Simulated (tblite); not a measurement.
Species: C₃H₆F₂Si.
SMILES with atom numbers: `[F:1]/[CH:2]=[C:3](/[F:4])[CH2:5][SiH3:6]` (hydrogens: H7 on C2; H8, H9 on C5; H10, H11, H12 on Si6)

Computed with GFN2-xTB (tblite), gas phase: L-BFGS steps from a force-field or distance-geometry start until the largest atomic force falls under 0.01 eV/Å.

Step 14: E = -561.8409 eV
```
atom  x, y, z in Å  |  force x, y, z in eV/Å
F1     -2.3352   -0.4112    1.1395    0.003  -0.005   0.012
C2     -2.0567   -0.2235   -0.1645   -0.013  -0.019   0.006
C3     -0.8876    0.2766   -0.5402   -0.044  -0.001  -0.009
F4     -0.6910    0.4375   -1.8702    0.021  -0.012   0.005
C5      0.2441    0.6840    0.3138   -0.067   0.060  -0.026
Si6     1.7650   -0.4720    0.1528   -0.004  -0.007   0.018
H7     -2.8654   -0.5079   -0.8171    0.018  -0.014  -0.028
H8      0.5469    1.6892    0.0192    0.023   0.043   0.022
H9     -0.1025    0.7180    1.3452    0.035   0.007   0.005
H10     2.2678   -0.4316   -1.2165   -0.017   0.002  -0.034
H11     2.7515    0.0643    1.0861    0.067   0.002   0.027
H12     1.3641   -1.8242    0.5258   -0.024  -0.056   0.004
```

Step 15: E = -561.8416 eV
```
atom  x, y, z in Å  |  force x, y, z in eV/Å
F1     -2.3370   -0.4121    1.1382   -0.013  -0.013   0.019
C2     -2.0564   -0.2261   -0.1653    0.013   0.001   0.005
C3     -0.8872    0.2780   -0.5368   -0.078  -0.022  -0.019
F4     -0.6884    0.4353   -1.8667    0.028  -0.001  -0.017
C5      0.2445    0.6867    0.3159   -0.064   0.039  -0.020
Si6     1.7626   -0.4722    0.1526    0.020  -0.023   0.017
H7     -2.8628   -0.5117   -0.8215    0.037  -0.010  -0.007
H8      0.5491    1.6900    0.0202    0.027   0.070   0.003
H9     -0.0976    0.7241    1.3480    0.013  -0.002   0.020
H10     2.2632   -0.4325   -1.2185   -0.021   0.003  -0.017
H11     2.7512    0.0658    1.0849    0.052  -0.013   0.012
H12     1.3598   -1.8259    0.5229   -0.015  -0.029   0.004
```

Step 16: E = -561.8422 eV
```
atom  x, y, z in Å  |  force x, y, z in eV/Å
F1     -2.3389   -0.4132    1.1375   -0.024  -0.017   0.019
C2     -2.0564   -0.2287   -0.1658    0.026   0.014   0.005
C3     -0.8877    0.2790   -0.5343   -0.069  -0.019  -0.020
F4     -0.6855    0.4333   -1.8639    0.025   0.004  -0.030
C5      0.2438    0.6899    0.3174   -0.030   0.015  -0.009
Si6     1.7607   -0.4726    0.1528    0.028  -0.024   0.014
H7     -2.8597   -0.5153   -0.8255    0.040  -0.012   0.009
H8      0.5514    1.6919    0.0212    0.018   0.072  -0.010
H9     -0.0929    0.7295    1.3508   -0.010  -0.008   0.021
H10     2.2587   -0.4333   -1.2207   -0.026   0.004   0.006
H11     2.7519    0.0669    1.0840    0.030  -0.030  -0.008
H12     1.3558   -1.8281    0.5204   -0.005   0.002   0.002
```

Problem. Estimate the geometry and energy of step 17. (The exact step hangs on the optimiser's Hessian estimate; all steps are aligned on step 16, rigid shifts and turns removed.)

Solution. E = -561.8426 eV, largest force 0.049 eV/Å
```
atom  x, y, z in Å  |  force x, y, z in eV/Å
F1     -2.3406   -0.4143    1.1373   -0.026  -0.015   0.011
C2     -2.0564   -0.2302   -0.1657    0.021   0.015   0.006
C3     -0.8886    0.2795   -0.5332   -0.026   0.002  -0.011
F4     -0.6833    0.4321   -1.8627    0.013   0.004  -0.026
C5      0.2428    0.6924    0.3181    0.008   0.004   0.000
Si6     1.7598   -0.4731    0.1531    0.016  -0.012   0.009
H7     -2.8571   -0.5179   -0.8279    0.029  -0.018   0.013
H8      0.5532    1.6943    0.0217    0.001   0.048  -0.012
H9     -0.0901    0.7328    1.3530   -0.023  -0.009   0.006
H10     2.2554   -0.4337   -1.2220   -0.028   0.003   0.020
H11     2.7531    0.0670    1.0833    0.015  -0.041  -0.019
H12     1.3531   -1.8296    0.5189    0.001   0.020   0.002
```

The energy changes by -0.0004 eV. The first-order estimate −F·Δx gives -0.0006 eV and the mean of the old and new forces, exact on a quadratic surface, -0.0004 eV. The step makes an angle of 69° with the force vector and moves no atom by more than 0.005 Å.

The cost below is that of the whole relaxation. On Arm Neoverse N1, one thread, no GPU, shared host with 64 logical CPUs at a one-minute load of 56, this took 0.51 s of wall time.
